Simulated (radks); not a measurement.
Values are calculated unless marked as measured or tabulated.
Radial electron density D(r) = 4 pi r^2 rho(r) of an atom or ion with 33 electrons. Code: a radial shooting solver on a logarithmic mesh with Libxc functionals. Model: non-relativistic Kohn-Sham, SCAN, spin-polarised, spherical densities, point nucleus; meta-GGA in the generalised Kohn-Sham scheme.

r (bohr)  D(r) (e/bohr)    spin D(r)
0.002296          1.407  -0.00000791
0.003039          2.346   -0.0000123
0.003988          3.797   -0.0000173
0.005235          6.025   -0.0000201
0.006927          9.436  -0.00000938
0.009092          14.10    0.0000472
0.01193           20.16     0.000237
0.01579           27.43     0.000803
0.02073           34.32      0.00224
0.0272            39.14      0.00562
0.03599           39.99       0.0132
0.04725           36.84       0.0273
0.06201           33.17       0.0505
0.08205           34.40       0.0815
0.1077            41.62        0.110
0.1414            47.35        0.133
0.187             42.07        0.187
0.2455            29.67        0.364
0.3223            24.46        0.696
0.4264            29.14        0.978
0.5597            29.43        0.867
0.7346            19.74        0.489
0.9643            9.233        0.386
1.276             4.429        0.771
1.675             3.402         1.20
2.198             2.562         1.18
2.908             1.323        0.704
3.818            0.4496        0.255
5.011           0.09363       0.0513
6.63            0.01033      0.00444
8.703         0.0006261     0.000117

What is the nuclear charge?

Answer. Z = 33. The innermost maximum, from 1s, lies near 1/Z = 0.0303 bohr (found: 0.0330), and its height grows with Z. The density is that of neutral arsenic in [Ar] 3d9.5 4s2 4p3.5; the configuration itself is not fixed sharply by these data, and Z only to about a unit. D(r) has 3 maxima, at r = 0.0330, 0.146, 0.496 bohr, and minima at 0.0683, 0.315 bohr, inside which lie 2.09, 11.01 electrons.
